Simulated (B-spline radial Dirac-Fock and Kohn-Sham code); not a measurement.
**Cd⁺: eigenvalues, ΔSCF and the reference**

System: the Cd⁺ ion, configuration 1s2 2s2 2p6 3s2 3p6 3d10 4s2 4p6 4d10 5s1.

The density-functional columns are spherical, spin-unpolarised Dirac-Kohn-Sham results without Breit or QED terms: −ε is minus the orbital energy of the initial state and ΔSCF the difference of two total energies. The reference in the last column comes from ΔSCF Dirac-Fock with Breit, self-energy and vacuum polarisation, finite nucleus, configuration average. All numbers are from a radial finite-basis atomic code, in eV; a selection of levels is shown. The Kohn-Sham columns are given as differences from the reference. For the 1s level of heavy atoms much of the gap between ΔSCF and the reference is the Breit and QED part, -84.0 eV here; for other levels the error of the functional can be larger.

```tsv
level	LDA −ε − DF	LDA ΔSCF − DF	PBE −ε − DF	PBE ΔSCF − DF	Dirac-Fock
K (1s)	-242.7	+76.0	-210.5	+109.1	26727.4
L1 (2s)	-102.3	-47.4	-98.5	-43.8	4041.7
L2 (2p1/2)	-74.9	-6.4	-73.7	-5.2	3745.2
L3 (2p3/2)	-77.3	-12.6	-76.4	-11.7	3555.4
M1 (3s)	-49.2	-30.9	-48.1	-29.9	790.2
M2 (3p1/2)	-38.2	-19.4	-37.9	-19.2	671.2
M3 (3p3/2)	-37.8	-19.6	-37.6	-19.4	636.4
M4 (3d3/2)	-20.9	-1.0	-21.4	-1.5	427.6
M5 (3d5/2)	-21.1	-1.4	-21.6	-1.9	420.8
N2 (4p1/2)	-13.5	-5.3	-13.7	-5.5	93.46
N3 (4p3/2)	-13.6	-5.6	-13.7	-5.7	87.68
N4 (4d3/2)	-4.9	+2.1	-5.2	+1.9	26.10
N5 (4d5/2)	-4.9	+2.0	-5.2	+1.8	25.41
O1 (5s)	-2.1	+2.0	-2.5	+1.6	15.54
```

For the outermost level NIST gives 16.90831 eV (measured); the differences from it are LDA −ε -3.46, LDA ΔSCF +0.61, PBE −ε -3.85, PBE ΔSCF +0.22, Dirac-Fock -1.37 eV.

Values without a named source are computed, but for edge energies of neutral atoms, which are taken from tables.
